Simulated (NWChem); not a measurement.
System: C2H9NSi; SMILES C([SiH3])NC

Input file for NWChem:

```
start job
memory heap 200 mb stack 900 mb global 1100 mb
geometry units angstroms noautoz
  C      0.729005    -1.847743     0.190248
  N     -0.479299    -1.267629    -0.340027
  C     -0.884099    -0.008180     0.255485
  Si     0.198558     1.533669    -0.081061
  H      0.944630    -2.793896    -0.328867
  H      0.589011    -2.089920     1.257439
  H      1.637340    -1.210061     0.119733
  H     -0.422034    -1.182435    -1.351530
  H     -1.905915     0.239432    -0.084133
  H     -0.974777    -0.143564     1.348608
  H      0.338502     1.724469    -1.560710
  H      1.574617     1.422782     0.495364
  H     -0.451759     2.751491     0.498044
end
basis spherical
  * library def2-tzvp
end
dft
  xc xctpssh
  iterations 150
  semidirect filesize 400000000
  mulliken
end
task dft energy
```

Parts of the log:

```
             Northwest Computational Chemistry Package (NWChem) 7.3.0
             --------------------------------------------------------

 C1  symmetry detected

                             Geometry "geometry" -> ""
                             -------------------------

 Output coordinates in angstroms (scale by  1.889725989 to convert to a.u.)

  No.       Tag          Charge          X              Y              Z
 ---- ---------------- ---------- -------------- -------------- --------------
    1 C                    6.0000     0.69226065    -1.87331482     0.13956635
    2 N                    7.0000    -0.51966421    -1.25314301    -0.33408697
    3 C                    6.0000    -0.86938143     0.00451070     0.29893307
    4 Si                  14.0000     0.23929404     1.52486855    -0.05043556
    5 H                    1.0000     0.86391721    -2.81453963    -0.40431775
    6 H                    1.0000     0.58602590    -2.13213968     1.20674418
    7 H                    1.0000     1.61344684    -1.25736397     0.04627265
    8 H                    1.0000    -0.49803587    -1.15020900    -1.34532998
    9 H                    1.0000    -1.89645211     0.28405087     0.00271838
   10 H                    1.0000    -0.92263285    -0.14930207     1.39208225
   11 H                    1.0000     0.32875405     1.74017901    -1.53063434
   12 H                    1.0000     1.63260636     1.36861241     0.47145034
   13 H                    1.0000    -0.35737198     2.74737822     0.57472441

 Effective nuclear repulsion energy (a.u.)     172.3288875165

                                 NWChem DFT Module
                                 -----------------

 Summary of "ao basis" -> "ao basis" (spherical)
 ------------------------------------------------------------------------------
       Tag                 Description            Shells   Functions and Types
 ---------------- ------------------------------  ------  ---------------------
 C                         def2-tzvp                11       31   5s3p2d1f
 N                         def2-tzvp                11       31   5s3p2d1f
 Si                        def2-tzvp                13       37   5s5p2d1f
 H                         def2-tzvp                 4        6   3s1p

            General Information
            -------------------
          SCF calculation type: DFT
          Wavefunction type:  closed shell.
          No. of atoms     :    13
          No. of electrons :    42
           Alpha electrons :    21
            Beta electrons :    21
          Charge           :     0
          Spin multiplicity:     1
          Use of symmetry is: off; symmetry adaption is: off
          Maximum number of iterations: 150
          AO basis - number of functions:   184
                     number of shells:    82
          Convergence on energy requested:  1.00D-06
          Convergence on density requested:  1.00D-05
          Convergence on gradient requested:  5.00D-04

              XC Information
              --------------
                  TPSS hybrid Method XC Functional
                     Hartree-Fock (Exact) Exchange  0.100
                  TPSS metaGGA Exchange Functional  0.900
             TPSS03 metaGGA Correlation Functional  1.000

             Grid Information
             ----------------
          Grid used for XC integration:  medium
          Radial quadrature: Mura-Knowles
          Angular quadrature: Lebedev.
          Tag              B.-S. Rad. Rad. Pts. Rad. Cut. Ang. Pts.
          ---              ---------- --------- --------- ---------
          C                   0.70       49          12.0       434
          N                   0.65       49          11.0       434
          Si                  1.10       88          12.0       590
          H                   0.35       45          14.0       434
          Grid pruning is: on
          Number of quadrature shells:   640
          Spatial weights used:  Erf1

      Superposition of Atomic Density Guess
      -------------------------------------

 Sum of atomic energies:        -422.98790153

      Non-variational initial energy
      ------------------------------

 Total energy =    -425.332305
 1-e energy   =    -921.524543
 2-e energy   =     323.863350
 HOMO         =      -0.255979
 LUMO         =       0.049913

------------------------------------------------------------
EAF file 0: "./job.aoints.0" size=702021632 bytes
------------------------------------------------------------
               write      read    awrite     aread      wait
               -----      ----    ------     -----      ----
     calls:     1339         0         0         0         0
   data(b): 7.02e+08  0.00e+00  0.00e+00  0.00e+00
   time(s): 0.00e+00  0.00e+00  0.00e+00  0.00e+00  0.00e+00
rate(mb/s): 0.00e+00  0.00e+00
------------------------------------------------------------

     ---------------------------------------------
      Total Density - Mulliken Population Analysis
     ---------------------------------------------

    Atom       Charge   Shell Charges
 -----------   ------   -------------------------------------------------------
    1 C    6     6.34   0.86  1.12  0.55  0.65  0.13  1.20  1.33  0.41  0.02  0.06  0.01
    2 N    7     7.50   0.82  1.16  0.56  0.82  0.14  1.53  1.79  0.60  0.01  0.06  0.00
    3 C    6     6.38   0.86  1.12  0.54  0.67  0.12  1.19  1.39  0.40  0.02  0.07  0.01
    4 Si  14    13.72   2.00  0.59  1.39  0.89  0.48  4.12  1.73  0.52  1.33  0.49  0.08  0.09  0.02
    5 H    1     0.84   0.24  0.45  0.13  0.02
    6 H    1     0.84   0.25  0.45  0.13  0.02
    7 H    1     0.87   0.24  0.45  0.15  0.02
    8 H    1     0.71   0.23  0.36  0.09  0.03
    9 H    1     0.83   0.24  0.44  0.12  0.02
   10 H    1     0.84   0.24  0.44  0.13  0.02
   11 H    1     1.05   0.23  0.55  0.27  0.01
   12 H    1     1.05   0.23  0.55  0.27  0.01
   13 H    1     1.05   0.22  0.54  0.27  0.01

[...]
```

Level: TPSSh/def2-TZVP. The geometry was optimised at PBE0/def2-SVP.
